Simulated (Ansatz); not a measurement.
Two structures of SiN$_{2}$H$_{6}$O$_{2}$, closed shell, reached by relaxing down either side of one saddle point (PBE0-D4/def2-TZVP). Energies are electronic, without zero-point energy. Computed with Ansatz 0.2.0 (basis: def2-TZVPP and def2-QZVPP); correlated methods freeze the cores. Extrapolation: Hartree–Fock as exp(−7.88 √X), correlation as X^−2.97. First:

```
11
angstrom
Si -0.0112 0.2083 -0.1168
O 0.6278 0.0772 -1.6335
O -0.6655 1.7129 -0.1291
H -0.7979 2.0878 -1.0008
N 1.0128 0.2048 1.2343
N -1.0231 -1.1528 0.0820
H 1.0239 -0.7661 -1.8546
H 1.4895 1.0373 1.5332
H 1.4211 -0.6363 1.6010
H -1.4800 -1.3048 0.9665
H -1.5975 -1.4682 -0.6823
```

Second:

```xyz
11
angstrom
Si -0.2811 0.4002 0.2184
O 0.7514 0.3776 -1.5041
O -0.9598 1.7228 -0.1624
H 0.2696 1.1940 -1.7524
N 0.9022 0.2640 1.4176
N -1.0127 -1.1366 0.0220
H 0.4161 -0.3440 -2.0505
H 1.3775 1.0872 1.7453
H 1.3893 -0.5844 1.6476
H -0.8876 -1.8437 0.7289
H -1.9648 -1.1371 -0.3104
```

Problem. Which bonds change from the first to the second?

Solution. SiN₂H₆O₂ ([NH2][Si]([NH2])([OH])[OH]) → SiN₂H₄O ([NH2][Si]([NH2])[O]) + H₂O (still joined by a long Si–O bond); bonds formed: O2–H4; bonds broken: O3–H4; bonds weakened to dative contacts: Si1–O2.

Problem. Give the saddle point's structure and its height above each. (Judge from chemistry; the value comes from the calculation.)

Solution. The calculation gives: 50.93 kcal/mol above the first and 2.50 kcal/mol above the second (CCSD(T) at an estimated basis limit (MP2 extrapolated from triple and quadruple zeta, plus CCSD(T) − MP2 in triple zeta)).
Si1  (-0.204, 0.328, 0.145)
O2  (0.751, 0.397, -1.515)
O3  (-0.826, 1.674, -0.342)
H4  (0.084, 1.241, -1.475)
N5  (0.907, 0.260, 1.413)
N6  (-1.027, -1.160, 0.069)
H7  (0.453, -0.250, -2.164)
H8  (1.411, 1.089, 1.677)
H9  (1.359, -0.582, 1.723)
H10  (-0.968, -1.819, 0.828)
H11  (-1.938, -1.179, -0.359)
(Å)

No T1 diagnostic of these runs exceeds 0.013.

Labels in which every atom is bracketed show which atoms are joined, not bond orders.

For scale, one of the runs: CCSD(T)/def2-TZVPP, 250 basis functions, launched by `ansatz run in.yaml --threads 8 --pin off --events-out ev --progress --plain --max-ram 19148MiB`. Hardware: 8 CPU threads of a Oxide Virtual Turin-like, shared host. Wall time 62 s; peak host memory 5.6 GiB.
